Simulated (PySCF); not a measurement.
AlH₄P, SMILES [AlH2][PH2]. Geometry optimised at PBE-D3(BJ)/def2-TZVP.

TDDFT-LC-ωPBE/def2-TZVPD in PySCF puts the lowest singlet excitations at 4.99, 5.77, 6.09, 6.58, 6.76, 7.29 eV.

### Question
What are the lowest excitation roots from ADC(2)/aug-cc-pVDZ run with PySCF? (The exact figures need the calculation; the answer reports its results.)

### Answer
4.79, 5.94, 6.07, 6.30, 6.54, 7.15 eV. S1 differs by -0.20 eV (second minus first; roots are paired by order, and the bases may differ).
